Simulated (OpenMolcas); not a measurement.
O⁴⁺: effect of the active space

```yaml
Program: OpenMolcas 26.06
Method: MS-CASPT2 or its RAS form, IPEA 0.25 Eh, imaginary shift 0.1 Eh
Basis: ANO-R2
Scalar_Hamiltonian: X2C, finite nucleus
Spin-orbit_coupling: state interaction with AMFI integrals over the reference wave functions, term energies averaged over their components
```

A. 2 electrons in 4 orbitals (2s 2p); 2S+1 = 3 even, 3 roots; 2S+1 = 1 even, 7 roots; 2S+1 = 3 odd, 3 roots; 2S+1 = 1 odd, 3 roots; closed shells correlated: 1s; CASPT2 step about 1.7 core-seconds
B. 2 electrons in 8 orbitals (2s 2p 3s 3p); 2S+1 = 3 even, 3 roots; 2S+1 = 1 even, 7 roots; 2S+1 = 3 odd, 3 roots; 2S+1 = 1 odd, 3 roots; closed shells correlated: 1s; CASPT2 step of the order of 2.7 core-seconds
C. 2 electrons in 9 orbitals (RAS2 2s 2p; RAS3 3d, at most 2 electrons); 2S+1 = 3 even, 3 roots; 2S+1 = 1 even, 7 roots; 2S+1 = 3 odd, 3 roots; 2S+1 = 1 odd, 3 roots; closed shells correlated: 1s; CASPT2 step of the order of 4 core-seconds

Energies in cm⁻¹ above 2s² ¹S₀, the measured ground level; measured values from Moore, Selected Tables of Atomic Spectra, NSRDS-NBS 3, section 9.

| Level | A | B | C | Measured |
| --- | --- | --- | --- | --- |
| 2s² ¹S₀ | 0.0 | 0.0 | 0.0 | 0.0 |
| 2s 2p ³P°₀ | 82296 | 82236 | 82213 | 81942 |
| 2s 2p ³P°₁ | 82441 | 82381 | 82358 | 82079 |
| 2s 2p ³P°₂ | 82734 | 82674 | 82649 | 82385 |
| 2s 2p ¹P°₁ | 161352 | 161212 | 160446 | 158798 |
| 2p² ³P₀ | 214290 | 214195 | 214223 | 213462 |
| 2p² ³P₁ | 214436 | 214342 | 214370 | 213618 |
| 2p² ³P₂ | 214723 | 214629 | 214656 | 213887 |
| 2p² ¹D₂ | 233780 | 233626 | 233185 | 231721 |
| 2p² ¹S₀ | 290625 | 290365 | 290659 | 287910 |

Deviations, from unrounded energies. A percentage is the sum of absolute deviations over the sum of measured energies, with the sign that they share, or ± where signs differ.

| Against measurement | Levels | A | B | C |
| --- | --- | --- | --- | --- |
| mean absolute deviation (cm-1) | 9 | 1200 | 1100 | 1000 |
| other configurations (%) | 9 | +0.7 | +0.6 | +0.6 |

C lies closest to measurement on these levels and A furthest from it. The largest miss of C in the table is 2p² ¹S₀, by +2700 cm-1. The ranking rests on the paired levels alone, and a cruder setting can come out closer through cancelling errors.

Among A to C the level of the table that moves most is 2s 2p ¹P°₁, by 910 cm-1 (lowest in C, highest in A).

Active for correlation alone: 3p 3s; no level in the range computed is led by a configuration that fills them, so any true level of that kind is missing (holds for B). Active for correlation alone: 3d; no level in the range computed is led by a configuration that fills it, so any true level of that kind is missing (holds for C). Measured partners are found by configuration, term and J. A level has none where our copy of the source lacks it or the pairing is in doubt (some pairs that miss far off the trend of their configuration count as doubtful), and it then counts in no deviation. Levels of configurations outside the active space are missing.

° marks odd parity.
